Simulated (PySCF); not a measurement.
# `C/C(=C\C(F)F)O[SiH2]CF`: 4 charge schemes on one density

C₅H₉F₃OSi.
Structure used (GFN2-xTB), in Å, numbered top down from 1:
```
atom  x, y, z in Å
C1    -1.4042   -1.5456    0.5566
C2    -0.6841   -0.2699    0.2510
C3    -1.2668    0.8803   -0.0811
C4    -2.7427    1.0707   -0.2066
F5    -3.0271    2.3626   -0.4881
F6    -3.2672    0.3410   -1.2349
O7     0.6521   -0.4024    0.3367
Si8    1.9014    0.6067    0.0430
C9     3.3665   -0.5494    0.4460
F10    4.5526    0.1416    0.3054
H11   -2.4697   -1.3877    0.6807
H12   -0.9864   -1.9896    1.4583
H13   -1.2501   -2.2468   -0.2624
H14   -0.6720    1.7455   -0.3218
H15   -3.3153    0.7981    0.6969
H16    1.8860    1.7534    0.9502
H17    1.9340    1.0289   -1.3558
H18    3.3495   -0.9191    1.4746
H19    3.4336   -1.4090   -0.2259
```

Density: PBE0/pcSseg-1 (PySCF); schemes: Mulliken, IAO, Hirshfeld and ESP-fitted. Isolated species at its GFN2-xTB geometry (one conformer only). GFN2-xTB frequencies show an imaginary mode (35i cm⁻¹), so this geometry is no minimum at that level.

Question: What partial charge does each atom carry?

Answer: In e:

```tsv
atom	environment	Mulliken	IAO	Hirshfeld	ESP-fitted
C1	allylic carbon	-0.187	-0.438	-0.118	-0.602
C2	vinylic carbon bearing oxygen	+0.171	+0.253	+0.100	+0.537
C3	alkene CH carbon	-0.336	-0.304	-0.123	-0.577
C4	CHF2 carbon	+0.565	+0.447	+0.144	+0.455
F5	fluorine of a CF2 group	-0.303	-0.301	-0.106	-0.220
F6	fluorine of a CF2 group	-0.310	-0.316	-0.119	-0.230
O7	silyl ether oxygen	-0.622	-0.586	-0.183	-0.474
Si8	oxygen-bound silicon	+0.796	+1.002	+0.413	+0.623
C9	sp3 C–F carbon	-0.146	-0.246	-0.067	-0.027
F10	alkyl fluorine	-0.349	-0.327	-0.131	-0.247
H11	methyl hydrogen	+0.124	+0.155	+0.050	+0.176
H12	methyl hydrogen	+0.135	+0.164	+0.052	+0.179
H13	methyl hydrogen	+0.148	+0.170	+0.057	+0.192
H14	vinylic hydrogen	+0.132	+0.160	+0.040	+0.221
H15	methine hydrogen	+0.096	+0.136	+0.042	+0.054
H16	Si–H hydrogen	-0.089	-0.138	-0.073	-0.124
H17	Si–H hydrogen	-0.085	-0.136	-0.071	-0.109
H18	methylene hydrogen	+0.131	+0.152	+0.047	+0.087
H19	methylene hydrogen	+0.132	+0.152	+0.047	+0.085
```

Mean size of the charges over all atoms: IAO 0.294 e, ESP-fitted 0.275 e, Mulliken 0.256 e, Hirshfeld 0.104 e. Each set sums to the total charge, 0, to within 0.001 e. The ESP scheme fits charges at the nuclei, held to the total charge, to the electrostatic potential on points at 1.4 to 2.0 times the van der Waals radii.

Lowest charge. The schemes don't all agree: Mulliken O7 (-0.622); IAO O7 (-0.586); Hirshfeld O7 (-0.183); ESP-fitted C1 (-0.602).

Highest charge. All schemes agree: Mulliken Si8 (+0.796); IAO Si8 (+1.002); Hirshfeld Si8 (+0.413); ESP-fitted Si8 (+0.623).

Question: How many electrons does the Hirshfeld scheme count on F6?

Answer: Z − q = 9 − (-0.119) = 9.119.

Question: How closely do the schemes follow one another over all atoms?

Answer: Correlation coefficient and root-mean-square difference: IAO with Hirshfeld 0.99, 0.229 e; Mulliken with IAO 0.97, 0.089 e; Mulliken with Hirshfeld 0.96, 0.198 e; IAO with ESP-fitted 0.91, 0.150 e; Hirshfeld with ESP-fitted 0.88, 0.228 e; Mulliken with ESP-fitted 0.88, 0.160 e.

The run behind these numbers computed NMR shieldings as well. Hardware: Arm Neoverse V2, one thread, shared host with 32 logical CPUs at a one-minute load of 23. Cost: 37 s wall, 0.99 GiB resident at most.
